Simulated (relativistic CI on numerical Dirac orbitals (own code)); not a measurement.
Computed by Dirac-Coulomb-Breit CI, separate exchange-only KLI orbitals for each configuration, model QED, unscaled Slater integrals (own radial code, finite nucleus).

CI space: 1s², 1s2s, 1s2p, 1s3s, 1s3p, 1s3d, 1s4s, 1s4p, 1s4d, 1s4f, 1s5s, 1s5p, 1s5d, 1s5f, 1s5g, 1s6s, 1s6p, 1s6d, 2s². Levels of other configurations are missing.

At this charge energies of transitions that change n are usually good to better than 1 %, and those within a shell (Δn = 0) to a few per cent.

Outline of the computed level scheme of Pr LVIII. Lowest level of each configuration: 1s² ¹S0 at 0.0 eV; 1s2s ³S1 at 36302.8 eV; 1s2p ³P°1 at 36389.2 eV; 1s3s ³S1 at 43201.7 eV; 1s3p ³P°1 at 43225.2 eV; 1s3d ³D2 at 43404.5 eV; 1s4s ³S1 at 45581.9 eV; 1s4p ³P°1 at 45591.4 eV; 1s4d ³D2 at 45666.8 eV.

Some strong electric-dipole decays among the lowest 27 levels: 1s2p ¹P°1 → 1s² ¹S0 (9.6e+15 s⁻¹); 1s2p ³P°1 → 1s² ¹S0 (4.5e+15 s⁻¹); 1s3p ¹P°1 → 1s² ¹S0 (2.7e+15 s⁻¹); 1s3p ³P°1 → 1s² ¹S0 (1.2e+15 s⁻¹); 1s4p ¹P°1 → 1s² ¹S0 (1.1e+15 s⁻¹); 1s3d ³D3 → 1s2p ³P°2 (7.3e+14 s⁻¹); 1s3d ³D2 → 1s2p ³P°1 (6.5e+14 s⁻¹); 1s3d ¹D2 → 1s2p ¹P°1 (6.5e+14 s⁻¹).

LS names give the leading component of a level, which can be under half, so a name can repeat, a term be missing and a line seem to break the LS rules.
